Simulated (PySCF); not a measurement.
**Electronic structure of Ga⁺ (gallium, charge +1) at the UHF level**

Configuration: [Ar] 3d10 4s2, closed-shell 1S. Computed with PySCF 2.14 in aug-cc-pVQZ-PP with ECP10MDF, with scalar relativity through the core potential.

| Quantity | Value |
| --- | --- |
| Total energy | -258.099819 hartree |
| One-electron energy | -457.0465 hartree |
| Hartree (Coulomb) energy | 220.5016 hartree |
| Exchange energy | -21.5549 hartree |
| ⟨S²⟩ | 0.0000 |
| ⟨L²⟩ | 0.000 |
| Sum of ⟨r⟩ | 17.93 bohr |
| Sum of ⟨r²⟩ | 24.45 bohr² |

| shell | electrons | mean orbital energy (eV) | rms radius, mean of both spins (bohr) |
| --- | --- | --- | --- |
| 3s | 2 | -187.67 | 0.701 |
| 3p | 6 | -132.70 | 0.739 |
| 3d | 10 | -40.003 | 0.890 |
| 4s | 2 | -19.026 | 2.48 |

Energies and moments cover only the electrons outside the core potential.
